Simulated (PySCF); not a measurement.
A run for PySCF: R-M06-2X/def2-TZVPPD on SiH4 (SMILES [SiH4]).

```python
from pyscf import gto, dft

mol = gto.M(
    atom='''
    Si   -0.08818245    0.04291296    3.73985581
    H     0.44017112   -1.26820586    3.30222162
    H    -1.44211096    0.24398247    3.17755643
    H     0.80904705    1.12090152    3.26807717
    H    -0.16014441    0.07524157    5.21861251
    ''',
    basis='def2-tzvppd',
    charge=0, spin=0, verbose=4, max_memory=1800)
mf = dft.RKS(mol, xc='m062x').density_fit(auxbasis='def2-universal-jkfit')
mf.grids.level = 4
mf.conv_tol = 1e-9
mf.max_cycle = 150
mf.kernel()
mf.dip_moment()
```

The log:

```
PySCF version 2.14.0

[INPUT] verbose = 4
[INPUT] num. atoms = 5
[INPUT] num. electrons = 18
[INPUT] charge = 0
[INPUT] spin (= nelec alpha-beta = 2S) = 0
[INPUT] symmetry False subgroup None
[INPUT] Mole.unit = angstrom
[INPUT] Symbol           X                Y                Z      unit          X                Y                Z       unit  Magmom
[INPUT]  1 Si    -0.088182450000   0.042912960000   3.739855810000 AA   -0.166640679493   0.081093741594   7.067303226263 Bohr   0.0
[INPUT]  2 H      0.440171120000  -1.268205860000   3.302221620000 AA    0.831802864743  -2.396561744969   6.240294464418 Bohr   0.0
[INPUT]  3 H     -1.442110960000   0.243982470000   3.177556430000 AA   -2.725194755634   0.461060047495   6.004711398051 Bohr   0.0
[INPUT]  4 H      0.809047050000   1.120901520000   3.268077170000 AA    1.528877346387   2.118196885409   6.175770805244 Bohr   0.0
[INPUT]  5 H     -0.160144410000   0.075241570000   5.218612510000 AA   -0.302629075280   0.142185960482   9.861748394129 Bohr   0.0

nuclear repulsion = 21.3361133227331
number of shells = 44
number of NR pGTOs = 145
number of NR cGTOs = 116
basis = def2-tzvppd
ecp = {}


******** <class 'pyscf.df.df_jk.DFRKS'> ********
method = DFRKS
initial guess = minao
damping factor = 0
level_shift factor = 0
DIIS = <class 'pyscf.scf.diis.CDIIS'>
diis_start_cycle = 1
diis_space = 8
diis_damp = 0
SCF conv_tol = 1e-09
SCF conv_tol_grad = None
SCF max_cycles = 150
direct_scf = False
XC library pyscf.dft.libxc version 7.1.2
    S. Lehtola, C. Steigemann, M. J. T. Oliveira, and M. A. L. Marques,  SoftwareX 7, 1–5 (2018)
XC functionals = m062x
    Y. Zhao and D. G. Truhlar,  Theor. Chem. Acc. 120, 215 (2008)
    Y. Zhao and D. G. Truhlar,  Theor. Chem. Acc. 120, 215 (2008)
radial grids:
    Treutler-Ahlrichs [JCP 102, 346 (1995); DOI:10.1063/1.469408] (M4) radial grids

becke partition: Becke, JCP 88, 2547 (1988); DOI:10.1063/1.454033
pruning grids: <function nwchem_prune>
grids dens level: 4
symmetrized grids: False
atomic radii adjust function: <function treutler_atomic_radii_adjust>
small_rho_cutoff = 0
Set gradient conv threshold to 3.16228e-05
Initial guess from minao.
tot grids = 91752
******** <class 'pyscf.df.df.DF'> ********
auxbasis = def2-universal-jkfit
init E= -291.559219162931
  HOMO = -0.386880731217012  LUMO = 0.0130567340206245  gap/eV = 10.88285
cycle= 1 E= -291.850757664607  delta_E= -0.292  |g|= 0.12  |ddm|= 1.46
  HOMO = -0.412804503806837  LUMO = 0.022405196633299  gap/eV = 11.84266
cycle= 2 E= -291.854623633247  delta_E= -0.00387  |g|= 0.0397  |ddm|= 0.168
  HOMO = -0.405764796007896  LUMO = 0.0237172586435417  gap/eV = 11.68680
cycle= 3 E= -291.854938433078  delta_E= -0.000315  |g|= 0.0126  |ddm|= 0.0451
  HOMO = -0.406981548424155  LUMO = 0.0234288245528269  gap/eV = 11.71206
cycle= 4 E= -291.854974414257  delta_E= -3.6e-05  |g|= 0.00102  |ddm|= 0.00813
  HOMO = -0.407051316901851  LUMO = 0.0234067240035376  gap/eV = 11.71336
cycle= 5 E= -291.854975075996  delta_E= -6.62e-07  |g|= 0.000107  |ddm|= 0.00207
  HOMO = -0.407019146687565  LUMO = 0.0234115003584421  gap/eV = 11.71261
cycle= 6 E= -291.854975083114  delta_E= -7.12e-09  |g|= 2.28e-05  |ddm|= 0.000222
  HOMO = -0.40702555515699  LUMO = 0.0234100277469143  gap/eV = 11.71275
cycle= 7 E= -291.854975083333  delta_E= -2.19e-10  |g|= 3.21e-06  |ddm|= 4.62e-05
  HOMO = -0.407025154500846  LUMO = 0.0234100887070614  gap/eV = 11.71274
Extra cycle  E= -291.854975083334  delta_E= -1.02e-12  |g|= 1.44e-06  |ddm|= 3.66e-06
converged SCF energy = -291.854975083334
Dipole moment(X, Y, Z, Debye):  0.00033, -0.00026, -0.00753
```

The calculation finished and met its thresholds.

Cost: very roughly 8 core-seconds.
